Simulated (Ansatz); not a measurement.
A geometry relaxed with Ansatz (a quantum-chemistry and plane-wave program) with PBE-D3(BJ)/def2-TZVP, charge 0, multiplicity 1:

```xyz
9

H      2.6347    -0.2612     0.1202
H     -0.5355     2.6158    -0.2579
H     -2.5158    -0.0093     0.2300
N      1.8548    -0.8396    -0.1998
H     -1.9076    -1.5348     0.1732
H      1.8831    -1.7117     0.3316
In     0.0817     0.1686    -0.0258
O      0.3210     2.1708    -0.1443
N     -1.8165    -0.5986    -0.2274
```

Task: Write the SMILES of this molecule.

Result: `[NH2][In]([NH2])[OH]`
